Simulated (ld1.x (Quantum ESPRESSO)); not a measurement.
Hf (Z = 72): TM pseudisation with LDA (PZ), scalar-relativistic reference atom.

ld1.x (Quantum ESPRESSO) 7.5 was run on this input:

```
&input
   title='Hf', zed=72., rel=1, dft='PZ', iswitch=3,
   config='[Xe] 4f14 5d2 6s1.5 6p0',
   nld=3, rlderiv=3.40, eminld=-3.0, emaxld=5.0, deld=0.02
 /
 &inputp
   pseudotype=2, tm=.true., lloc=1,
   nlcc=.true.,
   file_pseudopw='Hf.UPF', file_wfcaegen='ae.wfc', file_wfcncgen='nc.wfc', file_beta='beta', file_chi='chi'
 /
3
6S  1  0   1.50   0.00  3.05  3.05  0.0
5D  3  2   2.00   0.00  2.55  2.55  0.0
6P  2  1   0.00   0.00  3.15  3.15  0.0
 &test
   configts(1)='5d2 6s1.5 6p0'
 /
```

Command:

```bash
ld1.x < Hf.in > Hf.out
```

Output (shortened: banner, matrices, multipoles, cross overlaps and the repeated all-electron block are left out):

```
Program LD1 v.7.5
     --------------------------- All-electron run ----------------------------

     Hf
     scalar relativistic calculation

     atomic number is 72.00
     dft =PZ   lsd =0 sic =0 latt =0  beta=0.20 tr2=1.0E-14
     Exchange-correlation= PZ
                           (   1   1   0   0   0   0   0)
     mesh =1271 r(mesh) =  99.31870 a.u. xmin = -7.00 dx = 0.01250
     1 Ry =  13.60569312 eV, c = 137.03599908

     n l     nl                  e(Ry)          e(Ha)          e(eV)
     1 0     1S 1( 2.00)     -4794.7255     -2397.3628    -65235.5643
     2 0     2S 1( 2.00)      -820.2769      -410.1384    -11160.4353
     2 1     2P 1( 6.00)      -720.5544      -360.2772     -9803.6417
     3 0     3S 1( 2.00)      -187.0515       -93.5258     -2544.9659
     3 1     3P 1( 6.00)      -157.2650       -78.6325     -2139.6994
     4 0     4S 1( 2.00)       -37.8314       -18.9157      -514.7226
     4 1     4P 1( 6.00)       -28.0548       -14.0274      -381.7046
     3 2     3D 1(10.00)      -121.9505       -60.9752     -1659.2206
     5 0     5S 1( 2.00)        -5.1827        -2.5913       -70.5138
     5 1     5P 1( 6.00)        -2.8708        -1.4354       -39.0589
     4 2     4D 1(10.00)       -15.4210        -7.7105      -209.8136
     4 3     4F 1(14.00)        -1.4978        -0.7489       -20.3790
     5 2     5D 1( 2.00)        -0.4439        -0.2219        -6.0391
     6 0     6S 1( 1.50)        -0.6004        -0.3002        -8.1690
     6 1     6P 1( 0.00)        -0.2858        -0.1429        -3.8882

     final scf error:  8.8E-15 reached in  29 iterations

     Etot =  -30138.163246 Ry,  -15069.081623 Ha, -410050.600421 eV

     Ekin =   33018.262413 Ry,   16509.131207 Ha,  449236.345848 eV
     Encl =  -74353.929758 Ry,  -37176.964879 Ha,-1011636.750774 eV
     Eh   =   11794.480037 Ry,    5897.240019 Ha,  160472.075935 eV
     Exc  =    -596.975939 Ry,    -298.487970 Ha,   -8122.271429 eV

     normalization and overlap integrals

     s(1S/1S) =  1.000000  <r> =   0.0190  <r2> =    0.0005  r(max) =   0.0120
     s(2S/2S) =  1.000000  <r> =   0.0804  <r2> =    0.0076  r(max) =   0.0679
     s(2P/2P) =  1.000000  <r> =   0.0717  <r2> =    0.0063  r(max) =   0.0556
     s(3S/3S) =  1.000000  <r> =   0.2088  <r2> =    0.0499  r(max) =   0.1917
     s(3P/3P) =  1.000000  <r> =   0.2087  <r2> =    0.0505  r(max) =   0.1893
     s(4S/4S) =  1.000000  <r> =   0.4685  <r2> =    0.2479  r(max) =   0.4375
     s(4P/4P) =  1.000000  <r> =   0.4979  <r2> =    0.2822  r(max) =   0.4599
     s(3D/3D) =  1.000000  <r> =   0.1890  <r2> =    0.0419  r(max) =   0.1550
     s(5S/5S) =  1.000000  <r> =   1.1344  <r2> =    1.4491  r(max) =   1.0109
     s(5P/5P) =  1.000000  <r> =   1.3428  <r2> =    2.0528  r(max) =   1.1599
     s(4D/4D) =  1.000000  <r> =   0.5354  <r2> =    0.3327  r(max) =   0.4716
     s(4F/4F) =  1.000000  <r> =   0.6772  <r2> =    0.5951  r(max) =   0.4542
     s(5D/5D) =  1.000000  <r> =   2.3670  <r2> =    6.8482  r(max) =   1.6876
     s(6S/6S) =  1.000000  <r> =   3.2902  <r2> =   12.2575  r(max) =   2.8175
     s(6P/6P) =  1.000000  <r> =   4.4744  <r2> =   22.8107  r(max) =   3.8032

     ------------------------ End of All-electron run ------------------------

     --------------------- Generating NC pseudopotential ---------------------

      Generating local pot.: lloc=1, matching radius rcloc =   3.1500

      Computing core charge for nlcc:

       r > 1.96 : true rho core
       r < 1.96 : rho core = a sin(br)/r    a=   2.76  b=   1.38

      Integrated core pseudo-charge :   4.98

      Wfc   6S  rcut= 3.075  Using Troullier-Martins method

      Wfc   5D  rcut= 2.581  Using Troullier-Martins method

     ------------------- End of pseudopotential generation -------------------

     Computing logarithmic derivative in   3.41987
     Computing logarithmic derivative in   3.41987
     Computing the partial wave expansion
     R is outside the sphere for l=    0 j= 0.00
       no projector for channel:   1
     R is outside the sphere for l=    2 j= 0.00

     ---------------------- Testing the pseudopotential ----------------------

     Hf
     scalar relativistic calculation

     atomic number is 72.00   valence charge is  4.00
     dft =PZ   lsd =0 sic =0 latt =0  beta=0.20 tr2=1.0E-14
     mesh =1271 r(mesh) =  99.31870 xmin = -7.00 dx = 0.01250

     n l     nl             e AE (Ry)        e PS (Ry)    De AE-PS (Ry)
     3 2     5D   1( 2.00)       -0.44386       -0.44386        0.00000
     1 0     6S   1( 1.50)       -0.60041       -0.60041        0.00000
     2 1     6P   1( 0.00)       -0.28578       -0.28578       -0.00000

     eps = 8.9E-18  iter =  4

     Etot =  -30138.163246 Ry,  -15069.081623 Ha, -410050.600421 eV
     Etotps =    -9.675365 Ry,      -4.837682 Ha,    -131.640045 eV

     Ekin =       5.184964 Ry,       2.592482 Ha,      70.545022 eV
     Encl =      -7.820846 Ry,      -3.910423 Ha,    -106.408032 eV
     Ehrt =       4.002385 Ry,       2.001192 Ha,      54.455217 eV
     Ecxc =      -6.341570 Ry,      -3.170785 Ha,     -86.281457 eV
     (Ecc =      -4.123602 Ry,      -2.061801 Ha,     -56.104468 eV)
     Epseu=      -4.700297 Ry,      -2.350148 Ha,     -63.950795 eV

     ---------------------- End of pseudopotential test ----------------------
```

Generation and configuration tests took about 3.4 s on one core of a shared server CPU.
